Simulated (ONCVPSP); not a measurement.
**Reading a pseudo-wave (oxygen (O))**

Columns: radius, all-electron u(r) and pseudo u(r) of the 2p shell (level -8.97 eV) of oxygen in the configuration [He] 2s2 2p4; PBEsol, scalar-relativistic, ONCV scheme, ONCVPSP 4.0.1.

```
r (bohr)  all-electron  pseudo
   0.093        0.0916  0.0279
   0.185        0.2612  0.1066
   0.278        0.4337  0.2269
   0.370        0.5775  0.3706
   0.463        0.6887  0.5229
   0.555        0.7660  0.6634
   0.648        0.8148  0.7809
   0.740        0.8392  0.8640
   0.833        0.8449  0.9112
   0.925        0.8364  0.9234
   1.018        0.8175  0.9066
   1.110        0.7916  0.8695
   1.203        0.7605  0.8198
   1.295        0.7267  0.7663
   1.388        0.6909  0.7134
   1.480        0.6547  0.6653
   1.573        0.6181  0.6218
   1.665        0.5825  0.5833
   1.758        0.5474  0.5475
   1.850        0.5139  0.5139
   1.943        0.4814  0.4814
   2.035        0.4507  0.4507
   2.128        0.4212  0.4212
   2.220        0.3935  0.3935
   2.313        0.3671  0.3671
   2.405        0.3425  0.3425
```

Question: How many radial nodes do the two functions have?

Answer: The all-electron 2p function has n − l − 1 = 0; the pseudo-wave has 0.

Question: At about which radius was the pseudo-wave matched?

Answer: 1.85 bohr, where the columns begin to agree (steps of 0.09 bohr).

Question: Where does each function peak?

Answer: Outermost all-electron maximum near 0.83 bohr, pseudo maximum near 0.93 bohr (to the table’s step).

Question: Is the pseudo-wave norm-conserving?

Answer: Yes: the ONCV scheme keeps the norm inside the radius equal to the all-electron one, which fixes the energy derivative of the logarithmic derivative at the level.
